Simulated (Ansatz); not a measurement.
`[NH2][Ge][Cl]` + HBr → `[Cl][Ge][Br]` + NH₃ at 600 K and 1 bar (ligand exchange at a Ge–N bond).

Gas-phase electronic energies from Ansatz, PBE0-D4/def2-TZVP geometries. CCSD(T)/CBS is the MP2 limit (def2-TZVPP, def2-QZVPP) plus CCSD(T) − MP2 in def2-TZVPP, frozen cores. This one scheme is used for every species. For Br, Ge outer-core shells are correlated without core-valence functions, which leaves a few kJ/mol of doubt a bond. Scalar relativity is left out up to krypton. Each species was taken in one conformer, which may not be the lowest.

```json
{"species": "`[NH2][Ge][Cl]`", "CCSD(T)/CBS energy (Eh)": "-2591.85675", "H − E (kJ/mol)": "106.9", "S (J/(mol·K))": "347.9"}
{"species": "HBr", "CCSD(T)/CBS energy (Eh)": "-2573.91920", "H − E (kJ/mol)": "33.5", "S (J/(mol·K))": "219.1"}
{"species": "`[Cl][Ge][Br]`", "CCSD(T)/CBS energy (Eh)": "-5109.28758", "H − E (kJ/mol)": "35.5", "S (J/(mol·K))": "352.0"}
{"species": "NH₃", "CCSD(T)/CBS energy (Eh)": "-56.50880", "H − E (kJ/mol)": "112.4", "S (J/(mol·K))": "219.5"}
```

H − E and S are ideal-gas, rigid-rotor, harmonic terms from PBE0-D4/def2-TZVP, for one conformer and one mirror image of each species. 1 Eh = 2625.50 kJ/mol, R = 8.31446 J/(mol·K).

**Question.** By hand: ΔE, ΔH, ΔS and ΔG.

**Answer.** ΔE = (-5109.28758) + (-56.50880) − (-2591.85675) − (-2573.91920) = -0.02043 Eh = -53.6 kJ/mol. Δ(H − E) = 35.5 + 112.4 − 106.9 − 33.5 = 7.5, so ΔH = -46.1 kJ/mol. ΔS = 352.0 + 219.5 − 347.9 − 219.1 = 4.5 J/(mol·K). ΔG = -46.1 − 600 × (4.5)/1000 = -48.8 kJ/mol.

**Question.** By hand: the equilibrium constant, and the temperature at which ΔG would vanish if ΔH and ΔS stayed fixed.

**Answer.** log₁₀ K = −ΔG/(RT ln 10) = 4.2. ΔH and −TΔS have one sign here, so there is no such temperature. One of them is within its doubt of zero, so this could turn.

The number of gas molecules stays the same, so ΔS is small and ΔH decides. A doubt of 5 kJ/mol in ΔE shifts log₁₀ K by 0.4 here. Other conformers and mirror images would add mixing entropy, several J/(mol·K) or more a flexible species. These are equilibria of isolated gas molecules and say nothing of rates. Largest T1 diagnostic: 0.013 (customary marks: 0.02 for closed shells, 0.045 for open ones).
